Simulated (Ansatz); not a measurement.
`CO[SiH2][SeH]` + HCl → `Cl[SiH2][SeH]` + CH₃OH at 500 K and 1 bar (ligand exchange at the Si–O bond).

Isolated molecules relaxed with PBE0-D4/def2-TZVP in Ansatz; ΔE leaves out vibrations. CCSD(T)/CBS is the MP2 limit (def2-TZVPP, def2-QZVPP) plus CCSD(T) − MP2 in def2-TZVPP, frozen cores. This one scheme is used for every species. For Se outer-core shells are correlated without core-valence functions, which leaves a few kJ/mol of doubt a bond. Scalar relativity is left out up to krypton. Each species was taken in one conformer, which may not be the lowest.

```csv
species,CCSD(T)/CBS energy (Eh),H − E (kJ/mol),S (J/(mol·K))
`CO[SiH2][SeH]`,-2806.67109,223.3,421.0
HCl,-460.38127,32.5,201.9
`Cl[SiH2][SeH]`,-3151.43476,104.4,370.2
CH₃OH,-115.61712,157.0,265.4
```

H − E and S are ideal-gas, rigid-rotor, harmonic terms from PBE0-D4/def2-TZVP, for one conformer and one mirror image of each species. 1 Eh = 2625.50 kJ/mol, R = 8.31446 J/(mol·K).

Q: By hand: ΔE, ΔH, ΔS and ΔG.

A: ΔE = (-3151.43476) + (-115.61712) − (-2806.67109) − (-460.38127) = 0.00048 Eh = 1.3 kJ/mol. Δ(H − E) = 104.4 + 157.0 − 223.3 − 32.5 = 5.6, so ΔH = 6.9 kJ/mol. ΔS = 370.2 + 265.4 − 421.0 − 201.9 = 12.7 J/(mol·K). ΔG = 6.9 − 500 × (12.7)/1000 = 0.6 kJ/mol.

Q: By hand: the equilibrium constant, and the temperature at which ΔG would vanish if ΔH and ΔS stayed fixed.

A: log₁₀ K = −ΔG/(RT ln 10) = -0.1. ΔG = 0 at ΔH/ΔS = 543 K, though so small a ΔH makes that figure unsure.

TΔS isn't small against ΔH here. The sign of ΔG lies within the doubt. A doubt of 5 kJ/mol in ΔE shifts log₁₀ K by 0.5 here. Other conformers and mirror images would add mixing entropy, several J/(mol·K) or more a flexible species. Modes under 60 cm⁻¹, often nearly free rotors, make the harmonic entropy too high. These are equilibria of isolated gas molecules and say nothing of rates. Largest T1 diagnostic: 0.010 (customary marks: 0.02 for closed shells, 0.045 for open ones).
